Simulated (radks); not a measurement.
Tm+, 68 electrons, occupied as [Xe] 4f13 5d1 (not the ground configuration).

Calculated with a radial shooting solver on a logarithmic mesh with Libxc functionals: Dirac Kohn-Sham, BLYP, spin-unpolarised, spherical densities, finite nucleus; open shells are shared between the two j in proportion to 2j + 1; Fermi nuclear charge, rms radius 5.2256 fm.

Energy parts (Ry):
part                       energy
total                 -27162.4660
kinetic                30070.4914
electron-nucleus      -67295.1532
Hartree                10637.5252
exchange-correlation    -575.3294

Orbitals (lengths in bohr, moments of r in powers of bohr):
\begin{tabular}{lrrrrr}
orbital & occ. & eigenvalue (Ry) & <1/r> & <r^2> & <r> \\ \hline
1s1/2 & 2 & -4352.204 & 79.07 & 0.0005486 & 0.02001 \\
2s1/2 & 2 & -734.2065 & 19.05 & 0.008457 & 0.08430 \\
2p1/2 & 2 & -699.9617 & 19.03 & 0.006088 & 0.07007 \\
2p3/2 & 4 & -627.8961 & 16.42 & 0.007304 & 0.07746 \\
3s1/2 & 2 & -165.2831 & 6.978 & 0.05572 & 0.2205 \\
3p1/2 & 2 & -150.1878 & 6.896 & 0.05148 & 0.2103 \\
3p3/2 & 4 & -134.9723 & 6.227 & 0.05827 & 0.2241 \\
3d3/2 & 4 & -109.1713 & 6.115 & 0.04577 & 0.1973 \\
3d5/2 & 6 & -105.8456 & 5.952 & 0.04765 & 0.2016 \\
4s1/2 & 2 & -32.84731 & 2.920 & 0.2800 & 0.4977 \\
4p1/2 & 2 & -26.77412 & 2.811 & 0.2919 & 0.5061 \\
4p3/2 & 4 & -23.33629 & 2.579 & 0.3297 & 0.5381 \\
4d3/2 & 4 & -13.33558 & 2.357 & 0.3711 & 0.5650 \\
4d5/2 & 6 & -12.71014 & 2.300 & 0.3861 & 0.5764 \\
4f5/2 & 5.57143 & -0.65142 & 1.704 & 0.8918 & 0.7991 \\
4f7/2 & 7.42857 & -0.56352 & 1.670 & 0.9643 & 0.8237 \\
5s1/2 & 2 & -4.28629 & 1.084 & 1.715 & 1.233 \\
5p1/2 & 2 & -2.65256 & 0.9455 & 2.232 & 1.398 \\
5p3/2 & 4 & -2.23501 & 0.8608 & 2.633 & 1.517 \\
5d3/2 & 0.4 & -0.43158 & 0.4527 & 10.64 & 2.938 \\
5d5/2 & 0.6 & -0.41379 & 0.4345 & 11.48 & 3.052 \\
\end{tabular}

The highest occupied level is 5d5/2 at -5.630 eV. The density falls to 0.001 e/bohr^3 at r = 4.01 bohr.
